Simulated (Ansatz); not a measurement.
The first iterations of a band of C2H6N2Si (11 atoms, charge 0, multiplicity 1).

Method: RKS PBE0-D4/6-31G in Ansatz 0.2.0.

```
movable images  : 5
climbing image  : yes
spring          : 5.0 eV/Å²
optimiser       : quadratic models (default)
start path      : IDPP
force threshold : 0.05 eV/Å
iteration limit : 60
end points      : relaxed
```

Image 0:

```xyz
11
Properties=species:S:1:pos:R:3
C -1.535 1.801 -0.873
N -0.910 0.861 -1.473
C -0.279 -0.171 -0.762
N 0.458 0.047 0.260
Si 1.401 -1.218 1.140
H -1.674 1.821 0.212
H -1.945 2.620 -1.457
H -0.450 -1.151 -1.223
H 1.178 -2.604 0.572
H 2.858 -0.875 1.053
H 0.963 -1.188 2.573
```

Image 6:

```xyz
11
Properties=species:S:1:pos:R:3
C -1.528 1.806 -0.872
N -0.906 0.866 -1.474
C -0.280 -0.171 -0.767
N 0.452 0.040 0.261
Si 1.395 -1.223 1.141
H -1.933 2.629 -1.453
H -1.671 1.822 0.213
H -0.449 -1.148 -1.234
H 1.174 -2.611 0.577
H 2.852 -0.877 1.053
H 0.959 -1.190 2.575
```

| iteration | highest image above the first end (eV) | largest band force component (eV/Å) |
| --- | --- | --- |
| 1 | 1.958 | 2.880 |
| 2 | 1.452 | 2.345 |
| 3 | 0.887 | 1.316 |
| 4 | 0.606 | 1.294 |
| 5 | 0.509 | 2.055 |
| 6 | 0.491 | 1.723 |
| 7 | 0.464 | 0.478 |
| 8 | 0.459 | 0.484 |

Q: Does the band converge within its limit, and where does its top end?

A: The run converged. It ended after 24 iterations with the highest image 0.438 eV above the first end. The profile has 2 maxima (images 1, 4) with wells between them (image 2): this band takes more than one step, which may be the mechanism or a detour left from its start path. A vibrational analysis at the climbing image gives one clearly imaginary mode, 303i cm⁻¹: a first-order saddle point. Limits of this set-up: no polarisation functions.

Run time: 6.4 min on 1 CPU thread of a shared host.
